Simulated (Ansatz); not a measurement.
Ansatz (a quantum-chemistry and plane-wave program) input (CCSD(T)/aug-cc-pVDZ):

Ansatz 0.2 input:
```yaml
crystal:
  periodic: [false, false, false]
  atoms:
    - {symbol: O, position_ang: [-1.07650537, 0.50257795, 0.25892000]}
    - {symbol: C, position_ang: [-0.19323130, -0.40550823, -0.11439835]}
    - {symbol: O, position_ang: [1.15931922, -0.02806309, -0.16211877]}
    - {symbol: H, position_ang: [-0.45136067, -0.82467520, -1.10735339]}
    - {symbol: H, position_ang: [-0.32380733, -1.26598751, 0.59018815]}
    - {symbol: H, position_ang: [1.27204489, 0.72759333, 0.42914546]}
basis:
  gaussian:
    orbitals: aug-cc-pVDZ
magnetization: {spin_polarized: true, initial_magnetization: 1}
correlation: {method: ccsd_t, electrons: outside_noble_gas}
output: {forces: true}
```

Output:

```
Functional definition: HF
integrals: 0.18 GiB planned
927 factors; integrals over basis functions are off by at most 6.7e-4 eV
mean field: 0.24 GiB planned
mean field evaluation 1: about -5146.7020 eV, gradient 2.7e1 eV
mean field evaluation 2: about -5146.7028 eV, gradient 2.7e1 eV
mean field evaluation 4: about -5150.7765 eV, gradient 4.7e0 eV
mean field evaluation 8: about -5151.5622 eV, gradient 2.7e-1 eV
mean field evaluation 16: about -5146.7011 eV, gradient 2.7e1 eV
mean field evaluation 32: about -5151.2753 eV, gradient 8.1e0 eV
mean field evaluation 64: about -5150.9680 eV, gradient 8.1e-2 eV
mean field -5151.56498668 eV, -189.3165214044 hartree, gradient 1.4e-6 eV, S^2 0.762228; 4 other end points of the search recorded, 0 dependent functions left out
determinant -5151.56498668 eV, -189.3165214044 hartree, with singles and doubles -5166.03645922 eV, -189.8483382109 hartree
determinant -5150.96688795 eV, -189.2945416813 hartree, with singles and doubles -5165.29039969 eV, -189.8209210291 hartree
3 core orbitals not correlated
reference -5151.56498668 eV, -189.3165214044 hartree; 10, 9 occupied and 83, 84 virtual orbitals, 927 factors
densities: 1.18 GiB planned
second order -13.62920310 eV of doubles, -0.00000000 eV of singles
coupled cluster: 0.78 GiB planned
cycle   1  -14.44266614 eV  change   -4.9e-1 eV  update   3.2e-2
cycle   2  -14.48071261 eV  change   -3.8e-2 eV  update   9.3e-3
cycle   3  -14.48628866 eV  change   -5.6e-3 eV  update   6.0e-3
cycle   4  -14.49045081 eV  change   -4.2e-3 eV  update   3.0e-3
cycle   5  -14.49344669 eV  change   -3.0e-3 eV  update   2.0e-3
cycle   6  -14.49573063 eV  change   -2.3e-3 eV  update   1.2e-3
cycle   7  -14.49655436 eV  change   -8.2e-4 eV  update   5.9e-4
cycle   8  -14.49660821 eV  change   -5.4e-5 eV  update   3.7e-4
cycle   9  -14.49656309 eV  change    4.5e-5 eV  update   3.0e-4
cycle  10  -14.49648211 eV  change    8.1e-5 eV  update   2.7e-4
cycle  11  -14.49643944 eV  change    4.3e-5 eV  update   2.3e-4
cycle  12  -14.49645291 eV  change   -1.3e-5 eV  update   1.7e-4
cycle  13  -14.49652250 eV  change   -7.0e-5 eV  update   1.1e-4
cycle  14  -14.49653599 eV  change   -1.3e-5 eV  update   6.0e-5
cycle  15  -14.49655547 eV  change   -1.9e-5 eV  update   3.5e-5
cycle  16  -14.49655018 eV  change    5.3e-6 eV  update   1.8e-5
cycle  17  -14.49655059 eV  change   -4.2e-7 eV  update   9.6e-6
cycle  18  -14.49655082 eV  change   -2.3e-7 eV  update   4.8e-6
cycle  19  -14.49655063 eV  change    1.9e-7 eV  update   2.5e-6
cycle  20  -14.49655101 eV  change   -3.7e-7 eV  update   1.4e-6
cycle  21  -14.49655137 eV  change   -3.6e-7 eV  update   8.6e-7
cycle  22  -14.49655161 eV  change   -2.4e-7 eV  update   5.9e-7
cycle  23  -14.49655197 eV  change   -3.6e-7 eV  update   4.3e-7
cycle  24  -14.49655225 eV  change   -2.8e-7 eV  update   3.4e-7
cycle  25  -14.49655240 eV  change   -1.5e-7 eV  update   2.9e-7
perturbative correction -0.43590433 eV, -0.0160191887 hartree
the calculation of the forces begins
Total energy: -5166.49744341 eV, -189.8652790676 hartree
Atom 0 at    -1.076505     0.502578     0.258920 Å, force    -0.753733     0.840364     0.317809 eV/Å
Atom 1 at    -0.193231    -0.405508    -0.114398 Å, force     0.365617    -0.840436    -0.200661 eV/Å
Atom 2 at     1.159319    -0.028063    -0.162119 Å, force     0.562401     0.139123    -0.172029 eV/Å
Atom 3 at    -0.451361    -0.824675    -1.107353 Å, force    -0.088442    -0.064684    -0.289229 eV/Å
Atom 4 at    -0.323807    -1.265988     0.590188 Å, force    -0.075235    -0.165417     0.215974 eV/Å
Atom 5 at     1.272045     0.727593     0.429145 Å, force    -0.010608     0.091051     0.128136 eV/Å
Dipole moment:     0.006931    -0.143185     0.076624 e Å
```

It need not be the lowest isomer of its formula.
